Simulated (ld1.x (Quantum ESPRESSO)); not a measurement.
# Os, PAW: configuration errors across variants

```json
{
  "Element": "Os",
  "Generator": "ld1.x (Quantum ESPRESSO) 7.5",
  "Type": "PAW",
  "Functional": "PBEsol",
  "Relativity": "scalar-relativistic",
  "Frozen core": "[Kr] 4d10",
  "Valence charge": "30",
  "Reference configuration": "4f14 5s2 5p6 5d6 6s2 6p0",
  "Partial waves": "5s (bound): rcut 1.30, rcutus 1.60 bohr; 6s (bound): rcut 1.30, rcutus 1.60 bohr; 5p (bound): rcut 1.55, rcutus 1.70 bohr; 6p (bound, empty): rcut 1.55, rcutus 1.70 bohr; 5d (bound): rcut 1.80, rcutus 2.25 bohr; 5d channel at -0.1 Ry: rcut 1.80, rcutus 2.25 bohr; 4f (bound): rcut 0.75, rcutus 1.00 bohr; 4f channel at 0.1 Ry: rcut 0.75, rcutus 1.00 bohr",
  "Local potential": "all-electron potential smoothed inside 0.90 bohr (lloc = -1)",
  "Core correction": "a·sin(br)/r model core, default radius (core density twice the valence density)",
  "Augmentation charge": "PSQ, radius 0.70 bohr"
}
```

All-electron excitation energies from the reference (eV): (1) 4f14 5s2 5p6 5d6 6s1 6p0 9.624; (2) 4f14 5s2 5p6 5d6 6s0 6p0 26.563; (3) 4f14 5s2 5p6 5d5 6s0 6p0 55.442.

The overlap operator is not positive definite (basis up to 400 Ry) in “base”, “wave 4f channel at 0.1 Ry: rcut 0.75, rcutus 1.00 bohr becomes 4f channel at -3.67 Ry: rcut 0.75, rcutus 1.00 bohr”, “wave 4f channel at 0.1 Ry: rcut 0.75, rcutus 1.00 bohr becomes 4f channel at -3.51 Ry: rcut 0.75, rcutus 1.00 bohr”, “wave 4f channel at 0.1 Ry: rcut 0.75, rcutus 1.00 bohr becomes 4f channel at -1.1 Ry: rcut 0.75, rcutus 1.00 bohr”, “wave 4f channel at 0.1 Ry: rcut 0.75, rcutus 1.00 bohr becomes 4f channel at 0.78 Ry: rcut 0.75, rcutus 1.00 bohr”. Such files are unfit for use, however small their errors in these radial tests.

1 further variants failed, have other tests or too few solved ones, and are left out.

A true bound ghost makes a file unfit for plane-wave use even where its test errors are small: the radial tests pick states by their node count and pass the ghost by.

Errors AE − PS in meV (a dash: test not solved or not reliable):

| change | (1) | (2) | (3) | bound ghosts |
| --- | --- | --- | --- | --- |
| base | -3.3 | -8.5 | -9.4 | s (p not tested, overlap not positive) |
| wave 4f channel at 0.1 Ry: rcut 0.75, rcutus 1.00 bohr becomes 4f channel at -3.67 Ry: rcut 0.75, rcutus 1.00 bohr | -3.4 | -8.8 | -9.9 | s (p not tested, overlap not positive) |
| wave 4f channel at 0.1 Ry: rcut 0.75, rcutus 1.00 bohr becomes 4f channel at -3.51 Ry: rcut 0.75, rcutus 1.00 bohr | -3.3 | -8.7 | -9.5 | s (p not tested, overlap not positive) |
| wave 4f channel at 0.1 Ry: rcut 0.75, rcutus 1.00 bohr becomes 4f channel at -1.1 Ry: rcut 0.75, rcutus 1.00 bohr | -3.3 | -8.3 | -8.0 | s (p not tested, overlap not positive) |
| wave 4f channel at 0.1 Ry: rcut 0.75, rcutus 1.00 bohr becomes 4f channel at 0.78 Ry: rcut 0.75, rcutus 1.00 bohr | -3.3 | -8.5 | -9.3 | s (p not tested, overlap not positive) |

Task: Give the same row for: wave 4f channel at 0.1 Ry: rcut 0.75, rcutus 1.00 bohr becomes 4f channel at -3.11 Ry: rcut 0.75, rcutus 1.00 bohr.

Result: -3.3, -8.5, -9.2; bound ghosts: s (p not tested, overlap not positive). Its overlap operator is not positive definite in a basis up to 400 Ry (lowest eigenvalue p -0.06), so the file is unfit for use: the generalised eigenproblem breaks down once the basis is large enough, and its test numbers describe a broken file.
